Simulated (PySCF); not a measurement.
AlClH₄O₂Si, SMILES [OH][Al]([OH])[SiH2]Cl. Atoms are numbered in the order given.

```xyz
9

Si    -1.2958    -0.4121    -0.1810
Cl    -1.6559     1.6640    -0.2385
Al     1.1094    -0.6232     0.1581
O      1.7630    -2.1922     0.2650
O      2.1442     0.7284     0.2900
H     -1.8021    -0.9830    -1.4605
H     -2.1364    -0.9756     0.9123
H      2.6972    -2.3949     0.3956
H      1.8530     1.6472     0.2456
```
Charge 0, spin multiplicity 1.

Geometry: TPSSh-D3(BJ)/def2-SVP. The structure was generated by enumeration; whether it is a known compound was not checked. Other conformers were not sampled.

Computed with PBE/pcSseg-1 (PySCF).

GIAO shieldings, no solvent; atoms listed in one row are averaged. δ = σ(ref) − σ: ²⁹Si against TMS (σ = 335.4 ppm); ³⁵Cl against HCl (σ = 936.5 ppm); ¹⁷O against H2O (σ = 334.3 ppm); ¹H against TMS (σ = 31.49 ppm), references at their B3LYP-D3(BJ)/def2-TZVP geometries, non-relativistic (without spin–orbit terms, shifts of atoms bonded to Cl or Br come out too high).

Problem. Estimate the chemical shifts. (The exact figures need the calculation; the answer reports its results.)

Solution. 
```json
[
 {"nucleus": "²⁹Si", "atoms": "Si1", "count": "1", "δ (ppm)": "-35.5"},
 {"nucleus": "³⁵Cl", "atoms": "Cl2", "count": "1", "δ (ppm)": "-106.3"},
 {"nucleus": "¹⁷O", "atoms": "O5", "count": "1", "δ (ppm)": "82.5"},
 {"nucleus": "¹⁷O", "atoms": "O4", "count": "1", "δ (ppm)": "53.5"},
 {"nucleus": "¹H", "atoms": "H6, H7", "count": "2", "δ (ppm)": "5.49"},
 {"nucleus": "¹H", "atoms": "H9", "count": "1", "δ (ppm)": "3.73"},
 {"nucleus": "¹H", "atoms": "H8", "count": "1", "δ (ppm)": "2.60"}
]
```
